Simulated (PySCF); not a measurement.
A structure optimised at r2SCAN-D4/def2-SVP, used in a PySCF frequency run:

```
Al
O 1 1.6984
H 2 0.9610 1 126.22
C 1 1.9304 2 120.12 3 180.00
H 4 1.1013 1 111.53 2 0.00
H 4 1.1029 5 108.07 1 122.60
H 4 1.1029 5 108.07 6 114.79
Cl 1 2.1157 2 118.28 3 0.00
```
Charge 0, spin multiplicity 1.

Problem. Write its SMILES, formula and point group.

Solution. [CH3][Al]([OH])[Cl], CH4AlClO, Cs

Problem. What are its rotational constants (standard atomic weights)?

Solution. 5.7817, 3.0289, 2.0125 GHz
